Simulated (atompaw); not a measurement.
Cutoff test, copper, PAW (atompaw)

```
Element                 : Cu
Generator               : atompaw 4.2.0.5
Type                    : PAW
Functional              : PBEsol
Relativity              : scalar-relativistic
Frozen core             : [Ar]
Valence charge          : 11
Reference configuration : 3d10 4s1 4p0
Partial waves           : 4s (bound); 4s channel at 4.05 Ry; 4p (bound, empty); 4p channel at 2.85 Ry; 3d (bound); 3d channel at 0.65 Ry
Local potential         : troulliermartins scheme with l = 3 at 0 Ry, radius 2.65 bohr
Core correction         : smooth core density matched at 2.45 bohr
Augmentation charge     : sinc compensation charge, radius 2.75 bohr; PAW radius 3.00 bohr; waves and projectors: bloechl
```

The pseudo-atom Hamiltonian at the reference potential is diagonalised in spherical Bessel functions j_l(qr) that vanish at 20 bohr, with q² up to the cutoff. All-electron valence levels (Ry): 4s -0.3387, 4p -0.0468, 3d -0.3719.

Task: How do the lowest levels (Ry) of each channel move with the cutoff, and are there ghosts?

Result:

```csv
cutoff (Ry),s #1,p #1,p #2,d #1,d #2,f #1,Σ f·Δε (mRy)
8,-0.3381,-0.0463,0.0558,-0.3151,0.0660,0.1124,568.8
10,-0.3381,-0.0465,0.0558,-0.3410,0.0658,0.1124,309.5
12,-0.3382,-0.0466,0.0558,-0.3556,0.0657,0.1124,163.6
15,-0.3384,-0.0466,0.0558,-0.3639,0.0655,0.1124,80.1
18,-0.3387,-0.0466,0.0558,-0.3698,0.0654,0.1124,21.2
21,-0.3387,-0.0466,0.0558,-0.3712,0.0654,0.1124,6.8
25,-0.3387,-0.0466,0.0557,-0.3717,0.0653,0.1124,1.7
30,-0.3387,-0.0466,0.0557,-0.3719,0.0653,0.1124,0.1
35,-0.3387,-0.0466,0.0557,-0.3719,0.0653,0.1124,0.0
40,-0.3387,-0.0466,0.0557,-0.3719,0.0653,0.1124,0.0
400,-0.3387,-0.0466,0.0557,-0.3719,0.0653,0.1124,0.0
```

Result: no extra level below or beside the all-electron valence levels (s, p, d, f tested); 10 mRy is reached at 21 Ry and 1 mRy at 30 Ry.
